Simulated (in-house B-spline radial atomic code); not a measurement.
A fraction x of an electron is added to 3p in neutral aluminium, starting from [Ne] 3s2 3p1 and keeping the highest spin. Computed with a radial B-spline atomic code at the basis-set limit: non-relativistic TPSS, spin-polarised, spherical fractional occupations, point nucleus.

| x | E(x) - E(0) (eV) | 3p up level (eV) |
| --- | --- | --- |
| 0 | 0.0000 | -3.009 |
| 0.1 | -0.2738 | -2.469 |
| 0.2 | ? | ? |
| 0.3 | -0.6636 | -1.441 |
| 0.4 | ? | ? |
| 0.5 | -0.8557 | -0.495 |
| 0.6 | -0.8833 | -0.062 |

Q: What belongs in the row x = 0.2?

A: An energy change of -0.4944 eV; 3p up at -1.946 eV.

Q: What belongs in the row x = 0.4?

A: An energy change of -0.7833 eV; 3p up at -0.956 eV.

Q: Up to what added charge does this functional bind the extra electron?

A: The highest level rises by about 4.3 eV per electron near x = 0.6 and would reach zero near x = 0.61, so a whole extra electron isn't bound at the basis-set limit.
